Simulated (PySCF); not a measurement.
Geometries of 2 isomers of C5H9PS, from PBE0-D3(BJ)/def2-SVP geometry optimisation, gas phase (PySCF 2.14.0). One conformer each, no zero-point energy, no frequencies.

Problem. Which isomer lies lower at this level?
A.
```xyz
16
angstrom
C      2.259   -0.512    0.084
C      0.786   -0.304    0.049
C     -0.182   -1.188   -0.233
C     -1.612   -0.720   -0.196
C     -1.618    0.814   -0.173
P      0.058    1.332    0.380
S      0.894    2.896   -0.416
H      2.755    0.230   -0.562
H      2.657   -0.361    1.101
H      2.534   -1.523   -0.250
H      0.040   -2.236   -0.462
H     -2.107   -1.130    0.703
H     -2.181   -1.113   -1.054
H     -1.714    1.234   -1.186
H     -2.408    1.255    0.451
H     -0.038    1.376    1.805
```
B.
```xyz
16
angstrom
C     -1.741   -0.258   -0.540
P     -0.394   -0.272    0.685
S     -0.936   -0.752    2.488
C      0.938   -1.259   -0.138
C      1.669   -0.248   -0.970
C      1.437    1.045   -0.699
C      0.469    1.343    0.408
H     -2.508    0.453   -0.204
H     -1.367    0.028   -1.535
H     -2.188   -1.261   -0.575
H      0.513   -2.095   -0.716
H      1.570   -1.697    0.653
H      2.370   -0.564   -1.748
H      1.935    1.854   -1.240
H      0.970    1.624    1.350
H     -0.251    2.142    0.169
```

Solution. B. That is `CP1(=S)CC=CC1`, 6.1 kcal/mol below the other.

```json
{"SMILES": "CP1(=S)CC=CC1", "atoms numbered as above": "[CH3:1][P:2]1(=[S:3])[CH2:4][CH:5]=[CH:6][CH2:7]1", "E (Eh)": "-934.65263", "relative (kcal/mol)": "0.0", "relative (kJ/mol)": "0.0", "dipole (D)": "4.58"}
{"SMILES": "CC1=CCC[P@@H]1=S", "atoms numbered as above": "[CH3:1][C:2]1=[CH:3][CH2:4][CH2:5][P@@H:6]1=[S:7]", "E (Eh)": "-934.64291", "relative (kcal/mol)": "6.1", "relative (kJ/mol)": "25.5", "dipole (D)": "4.76"}
```
